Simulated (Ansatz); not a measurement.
Input for Ansatz (development build ahead of 0.2.0):

```yaml
crystal:
  periodic: [false, false, false]
  atoms:
    - { symbol: B, position_ang: [0.0, 0.0, 0.0] }
    - { symbol: S, position_ang: [1.7156, 0.0, 0.6244] }
    - { symbol: S, position_ang: [-0.8578, 1.4858, 0.6244] }
    - { symbol: S, position_ang: [-0.8578, -1.4858, 0.6244] }
basis:
  gaussian: { orbitals: pcseg-2 }
magnetization:
  initial_magnetization: 3
hamiltonian:
  xc: r2scan
```

The input is written out in the form of the current development build from the run's settings.

Results

```yaml
Converged: yes
Total_energy: -1219.34306 hartree
Spin_squared_of_the_determinant: 3.750
Stability_test: minimum among restricted orbitals
```

Caution: other spin multiplicities may lie lower.
